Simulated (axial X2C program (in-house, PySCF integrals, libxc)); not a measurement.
# IRuI⁺: the levels of the configuration d5 s0 p(π)0

Calculated with an axial X2C code built on PySCF integrals: two-component X2C with atomic mean-field Coulomb terms (Gaunt term off), basis I dyall-v3z, Ru dyall-v3z (cores contracted in-house). Orbitals come from Hartree–Fock averaged over the configuration Ru d5 s0 p(π)0; CI then distributes these electrons over the d, s, p(π) shells of Ru.

I–Ru–I held linear, both bonds 2.543 Å (near the minimum of the configuration average).

Active spinors (ω > 0):

| shell | ω | ε (eV) | character |
| --- | --- | --- | --- |
| d | 3/2 | -14.35 | 99% Ru d |
| d | 5/2 | -14.12 | 100% Ru d |
| d | 1/2 | -13.05 | 72% Ru d, 26% I p |
| d | 1/2 | -12.65 | 64% Ru d, 20% Ru s, 14% I p |
| d | 3/2 | -12.50 | 61% Ru d, 38% I p |
| s | 1/2 | -2.99 | 60% Ru s, 20% Ru d, 10% I p |
| p(π) | 1/2 | -2.98 | 82% Ru p, 8% I d, 6% I p |
| p(π) | 3/2 | -2.83 | 81% Ru p, 8% I p, 8% I d |

Lowest levels of this model:

| Ω | energy (cm⁻¹) | g∥ | configuration |
| --- | --- | --- | --- |
| 1/2 | 0 | 1.99 | 100% d5 |
| 3/2 | 74 | 5.97 | 100% d5 |
| 5/2 | 196 | 9.95 | 100% d5 |
| 5/2 | 12885 | 6.23 | 100% d5 |
| 7/2 | 12984 | 9.96 | 100% d5 |
| 3/2 | 13384 | 2.14 | 100% d5 |
| 1/2 | 13752 | 1.89 | 100% d5 |
| 3/2 | 14618 | 5.33 | 100% d5 |
| 5/2 | 15142 | 7.16 | 100% d5 |
| 1/2 | 15177 | 1.57 | 100% d5 |
| 3/2 | 15409 | 1.60 | 100% d5 |
| 5/2 | 15448 | 5.56 | 100% d5 |
| 7/2 | 15573 | 8.63 | 100% d5 |
| 1/2 | 15772 | 1.06 | 100% d5 |
| 9/2 | 16239 | 11.88 | 100% d5 |
| 7/2 | 18061 | 9.30 | 100% d5 |
| 9/2 | 20327 | 10.06 | 100% d5 |
| 7/2 | 20531 | 6.10 | 100% d5 |
| 11/2 | 22099 | 13.96 | 100% d5 |
| 9/2 | 22259 | 10.04 | 100% d5 |

g∥ is the magnitude of 2⟨Lz + ge Sz⟩ for the +Ω component.

Task: From Ω and g∥ of the lowest level, whose 2⟨Lz + ge Sz⟩ is positive, find ⟨Sz⟩ and ⟨Lz⟩ (ge = 2.0023).

Result: Ω = ⟨Lz⟩ + ⟨Sz⟩ = 1/2 and ⟨Lz⟩ + ge⟨Sz⟩ = 0.995, so ⟨Sz⟩ = 0.49 and ⟨Lz⟩ = 0.01.

Occupations of the active spinors in the lowest level by ω, shell by shell in order of energy: -5/2: 0.35; -3/2: 0.65 0.29 0.00; -1/2: 0.71 0.40 0.00 0.00; 1/2: 0.52 0.60 0.00 0.00; 3/2: 0.45 0.48 0.00; 5/2: 0.55. The leading determinant has weight 0.16 among 649.

This point took 8.1 s on 1 thread of Arm Neoverse V1 (shared host).

There is no dynamic correlation: spin–orbit spacings and, for f shells, spacings inside one term are the most reliable numbers, splittings between terms come out too wide, and energies between configurations are not reliable, so the lowest level need not be the ground state of the molecule. For d shells the ligand-field splittings (σ, π, δ) and their order can be off by a thousand cm⁻¹ or more. At most 4 roots were kept for each Ω > 0 (twice that for Ω = 0) within 3.2 eV of the lowest, so higher up levels can be missing between those listed; levels with Ω > 0 are doubly degenerate and listed once, Ω = 0 levels singly. The open spinors mix strongly with ligand orbitals, which this small active space describes poorly. Some active spinors are only partly of the character that their shell is named for, so the shell names and counts are nominal. States that fill the shells left empty in the average are placed too high. The molecule was held linear; bending was not examined.
